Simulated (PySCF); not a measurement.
CHF, SMILES F[CH] (connectivity only; charge and spin as stated), neutral, multiplicity 1. Atoms are numbered in the order given.

```xyz
3

C     -0.1911    -0.7068     0.0000
F      0.0307     0.5958     0.0000
H      0.8696    -1.1214     0.0000
```
Charge 0, spin multiplicity 1.

The structure is a stationary point at PBE-D3(BJ)/def2-TZVPD. The isomer is the one that the SMILES or the coordinates give; other isomers of the formula were not compared.

Lowest vertical singlet excitation by several levels in PySCF, with rough processor times relative to the cheapest run on one machine. Each run also gave further roots (ADC and EOM-CCSD ionised and attached states too); roots are paired by order and the bases differ. EOM-CCSD serves as a yardstick, not as the true value; all levels that ended soundly for this molecule are listed, with differences from unrounded values.

```csv
level,relative cost,S1 (eV),S1 minus EOM-CCSD (eV)
ADC(2)/aug-cc-pVDZ,1,2.37,-0.18
TDDFT-LC-ωPBE/def2-TZVPD,2,2.15,-0.41
TDDFT-ωB97X/def2-TZVPD,2,2.28,-0.27
EOM-CCSD/aug-cc-pVDZ,2,2.55,0.00
```
